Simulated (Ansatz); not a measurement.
Gas-phase electronic energies from Ansatz, PBE0-D4/def2-TZVP geometries. CBS: MP2 limit from def2 TZ/QZ plus the TZ coupled-cluster correction, frozen cores. DFT in def2-TZVPP. For Ge outer-core shells are correlated without core-valence functions, which leaves a few kJ/mol of doubt a bond. Scalar relativity is left out up to krypton. One conformer a species, not always the lowest.

Reaction (ligand exchange at a Ge–C bond): `[OH][GeH2][C]#C[SiH3]` + `C[SiH](O)O` → `C[SiH](O)[O][GeH2][OH]` + `C#C[SiH3]`

```json
{"level": "ωB97M-V", "ΔE (kJ/mol)": "-44.9"}
{"level": "B2PLYP", "ΔE (kJ/mol)": "-39.6"}
{"level": "HF/CBS(def2)", "ΔE (kJ/mol)": "-45.1"}
{"level": "MP2/CBS(def2)", "ΔE (kJ/mol)": "-39.2"}
```

(1) What does CCSD(T)/CBS give? (Estimate.)

Largest T1 diagnostic among the species: 0.013.

## Answers

(1) The calculation gave: -41.5 kJ/mol. The listed levels differ from it by -3.4, 1.9, -3.6, 2.3 kJ/mol.

The D4 term adds −8.6 kJ/mol with B3LYP and −4.8 kJ/mol with PBE0; it sums over pairs of atoms, weighted by their polarisabilities, and B3LYP, whose exchange is more repulsive, gets the larger term.

B3LYP here is the variant with VWN-RPA as its local correlation; programs differ in this.
